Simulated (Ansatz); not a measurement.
`[F][In]([Cl])[GeH3]` + H₂ → `[Cl][InH][GeH3]` + H–F at 600 K and 1 bar (hydrogenolysis of the In–F bond).

Isolated molecules relaxed with PBE0-D4/def2-TZVP in Ansatz; ΔE leaves out vibrations. CBS: MP2 limit from def2 TZ/QZ plus the TZ coupled-cluster correction, frozen cores. This one scheme is used for every species. Elements past krypton have def2 core potentials. For Ge, In outer-core shells are correlated without core-valence functions, which leaves a few kJ/mol of doubt a bond. Scalar relativity is left out up to krypton.

| species | CCSD(T)/CBS energy (Eh) | H − E (kJ/mol) | S (J/(mol·K)) |
| --- | --- | --- | --- |
| `[F][In]([Cl])[GeH3]` | -2827.39267 | 126.2 | 479.7 |
| H₂ | -1.17544 | 43.9 | 150.8 |
| `[Cl][InH][GeH3]` | -2728.15341 | 132.1 | 445.6 |
| H–F | -100.39570 | 42.3 | 194.0 |

H − E and S are ideal-gas, rigid-rotor, harmonic terms from PBE0-D4/def2-TZVP, for one conformer and one mirror image of each species. The MP2-based limit puts H₂ 0.8 mEh under its directly extrapolated value; such offsets cancel only in part. 1 Eh = 2625.50 kJ/mol, R = 8.31446 J/(mol·K).

By hand: ΔE, ΔH, ΔS and ΔG.

ΔE = (-2728.15341) + (-100.39570) − (-2827.39267) − (-1.17544) = 0.01900 Eh = 49.9 kJ/mol. Δ(H − E) = 132.1 + 42.3 − 126.2 − 43.9 = 4.3, so ΔH = 54.2 kJ/mol. ΔS = 445.6 + 194.0 − 479.7 − 150.8 = 9.1 J/(mol·K). ΔG = 54.2 − 600 × (9.1)/1000 = 48.7 kJ/mol.

By hand: the equilibrium constant, and the temperature at which ΔG would vanish if ΔH and ΔS stayed fixed.

log₁₀ K = −ΔG/(RT ln 10) = -4.2. ΔG = 0 at ΔH/ΔS = 5956 K, far beyond where these terms or the molecules hold.

The number of gas molecules stays the same, so ΔS is small and ΔH decides. A doubt of 5 kJ/mol in ΔE shifts log₁₀ K by 0.4 here. Other conformers and mirror images would add mixing entropy, several J/(mol·K) or more a flexible species. Modes under 60 cm⁻¹, often nearly free rotors, make the harmonic entropy too high. These are equilibria of isolated gas molecules and say nothing of rates. Largest T1 diagnostic: 0.014 (customary marks: 0.02 for closed shells, 0.045 for open ones).
